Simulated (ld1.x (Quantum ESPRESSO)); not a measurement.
# Tc (Z = 43): one change to a TM semilocal potential, before and after

| Item | Value |
| --- | --- |
| Element | technetium (Tc) |
| Generator | ld1.x (Quantum ESPRESSO) 7.5 |
| Type | norm-conserving Troullier–Martins (semilocal form) |
| Functional | LDA (PZ) |
| Relativity | scalar-relativistic |
| Frozen core | [Kr] |
| Valence charge | 7 |
| Reference configuration | 4d5 5s0 5p0 (charge +2) |
| Partial waves | 5p (bound, empty): rc 2.75 bohr; 4d (bound): rc 1.55 bohr; 5s (bound, empty): rc 2.10 bohr |
| Local potential | the s channel |
| Core correction | none |

Change: wave 5s (bound): rc 2.10 bohr becomes 5s (bound): rc 1.52 bohr.

Cutoffs: the cutoffs (Ry, on a coarse ladder) from which the occupation-weighted sum of valence levels, in a spherical-Bessel basis at the reference potential, stays within 10 and 1 mRy of its value at 400 Ry; they do not see the model core or the augmentation charge, which bear on the density cutoff. Errors are all-electron minus pseudo energies relative to the spin-unpolarised reference configuration.

Problem. How do hardness, ghosts and transferability respond?

Solution. The potential gets neither clearly harder nor softer (50 Ry and 60 Ry → 50 Ry and 60 Ry); a bound ghost appears in s, which as a rule spoils a file; of the 9 tests that both files solve, the error grows in 2 and shrinks in 0 by more than 15 % and 0.3 meV (median size 36.7 → 107.4 meV). A semilocal file is local in each channel, so a ghost entry of none says nothing of the separable form that plane-wave codes build from it.

```tsv
quantity	base	changed
cutoff, loose	50 Ry	50 Ry
cutoff, tight	60 Ry	60 Ry
bound ghosts	none	s (extra level of the local part)
error for 4d5 5s2 5p0, meV [ΔE -23.63 eV]	+80	+290
error for 4d5 5s1 5p0, meV [ΔE -15.20 eV]	+30	+107
error for 4d4 5s0 5p0, meV [ΔE 28.93 eV]	-37	-37
error for 4d6 5s0 5p0, meV [ΔE -17.09 eV]	-12	-12
error for 4d3 5s0 5p0, meV [ΔE 71.16 eV]	-172	-172
error for 4d5 5s0 5p2, meV [ΔE -15.74 eV]	+30	+30
error for 4d5 5s0 5p1, meV [ΔE -10.52 eV]	+14	+14
error for 4d5 5s0 5p0 (spin-polarised), meV [ΔE -3.92 eV]	+4566	+4566
error for 4d5 5s2 5p0 (spin-polarised), meV [ΔE -27.13 eV]	+4088	+4399
s: phases at 2.99 bohr within 0.05 rad from the reference energy up to (Ry; the scan ends near 5)	0.2	0.6
p: phases at 2.99 bohr within 0.05 rad from the reference energy up to (Ry; the scan ends near 5)	1.2	1.2
d: phases at 2.99 bohr within 0.05 rad from the reference energy up to (Ry; the scan ends near 5)	to the end of the scan	to the end of the scan
```

Changed file: The cutoffs count occupied waves only; the empty 5s level needs 80 Ry at the loose tolerance. These tests converged, but a pseudo level misses the all-electron one widely, so the file describes the atom poorly there or has found another state: 4d4 5s0 5p0: empty 5s by 6.2 eV (a node warning on the way). A true bound ghost makes a file unfit for plane-wave use even where its test errors are small: the radial tests pick states by their node count and pass the ghost by.
